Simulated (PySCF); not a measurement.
# TaH3: from structure and modes to constants

All numbers come from PySCF, UPBE0, basis Ta def2-TZVP with ECP60, H def2-TZVP (scalar-relativistic core potentials, no spin–orbit coupling, density fitting).

The triplet minimum has C2v symmetry. Masses (u): Ta 180.94800, H 1.00782.

```xyz
4
charge 0 multiplicity 3, angstrom
Ta    0.0004    0.0000    0.0000
H     1.7994    0.0000   -0.0001
H    -0.9336    1.5135    0.0000
H    -0.9337   -1.5135    0.0000
```

Harmonic wavenumbers (cm⁻¹): 88.1 (b1, ×1), 741.6 (b2, ×1), 748.0 (a1, ×1), 1772.9 (b2, ×1), 1804.5 (a1, ×1), 1843.0 (a1, ×1).

Task: Find the principal moments of inertia and the rotational constants. What kind of rotor is it?

Result: About the centre of mass I = 4.6173, 5.0204, 9.6376 u Å². With B = 16.8576/I this gives 3.651, 3.358, 1.749 cm⁻¹. The molecule is an asymmetric top with κ = 0.69.

Task: What is the harmonic zero-point energy?

Result: Half the sum of all 6 wavenumbers, 6998/2 = 3499 cm⁻¹, which is 41.9 kJ/mol (1 cm⁻¹ = 0.0119627 kJ/mol).

Task: Find the vibrational entropy and heat capacity at 298.15 K.

Result: With u = 1.43878 ω/T, each mode gives S = R[u/(eᵘ−1) − ln(1−e⁻ᵘ)] and C = R u² eᵘ/(eᵘ−1)².
```json
{"ω (cm⁻¹)": "88.1", "u": "0.425", "S (J/(mol K))": "15.49", "C (J/(mol K))": "8.19"}
{"ω (cm⁻¹)": "741.6", "u": "3.579", "S (J/(mol K))": "1.09", "C (J/(mol K))": "3.15"}
{"ω (cm⁻¹)": "748.0", "u": "3.610", "S (J/(mol K))": "1.06", "C (J/(mol K))": "3.10"}
{"ω (cm⁻¹)": "1772.9", "u": "8.555", "S (J/(mol K))": "0.02", "C (J/(mol K))": "0.12"}
{"ω (cm⁻¹)": "1804.5", "u": "8.708", "S (J/(mol K))": "0.01", "C (J/(mol K))": "0.10"}
{"ω (cm⁻¹)": "1843.0", "u": "8.894", "S (J/(mol K))": "0.01", "C (J/(mol K))": "0.09"}
```
The sums over all modes are S = 17.7 and C = 14.7 J/(mol K); the softest mode gives 88 % of the entropy.

Task: Give the standard entropy (298.15 K, 1 bar) by its translational, rotational, vibrational and spin parts, and Cp.

Result: Sackur–Tetrode with M = 183.97 u gives 173.9; rotation with symmetry number 2 gives 65.2; vibration 17.7; spin R ln 3 = 9.1. The total is 266.0 J/(mol K), and Cp = 4 R + 14.7 = 48.0 J/(mol K).

Other isomers or separated fragments may lie lower. With open d or f shells other occupations or spin states may lie lower. Spin–orbit coupling, left out here, can matter for elements this heavy.
